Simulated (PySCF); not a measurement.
Si(F)(OH)(OMe)(NH2) (CH6FNO2Si), SMILES CO[Si](N)(O)F. Atoms are numbered in the order given.

```xyz
12

C      2.1253     0.1862     0.8099
O      0.9655    -0.5877     0.6494
Si    -0.3839    -0.0584    -0.1293
N     -0.9498     1.4462     0.4181
O     -1.4841    -1.2651     0.0346
F     -0.0163     0.1864    -1.6881
H      1.8828     1.2361     1.0511
H      2.7454     0.1749    -0.1031
H      2.7215    -0.2314     1.6354
H     -1.2153     2.1564    -0.2527
H     -1.4582     1.5334     1.2888
H     -1.1089    -2.1467     0.1243
```
Charge 0, spin multiplicity 1.

Coordinates come from a PBE0-D3(BJ)/def2-SVP optimisation. The structure was generated by enumeration, and PubChem lists no compound with its InChIKey, so it may never have been made. One conformer was computed; it need not be the lowest.

All values below come from PBE0/pcSseg-1 run with PySCF.

GIAO shieldings, no solvent; atoms listed in one row are averaged. δ = σ(ref) − σ: ¹³C against TMS (σ = 186.3 ppm); ¹⁷O against H2O (σ = 334.2 ppm); ²⁹Si against TMS (σ = 352.7 ppm); ¹⁵N against NH3 (σ = 267.4 ppm); ¹⁹F against CFCl3 (σ = 167.2 ppm); ¹H against TMS (σ = 31.56 ppm), references at their B3LYP-D3(BJ)/def2-TZVP geometries, non-relativistic.

```csv
nucleus,atoms,count,δ (ppm)
¹³C,C1,1,53.8
¹⁷O,O5,1,51.7
¹⁷O,O2,1,31.1
²⁹Si,Si3,1,-59.4
¹⁵N,N4,1,13.5
¹⁹F,F6,1,-165.6
¹H,"H7, H8, H9",3,3.97
¹H,H12,1,2.22
¹H,H10,1,0.94
¹H,H11,1,0.61
```
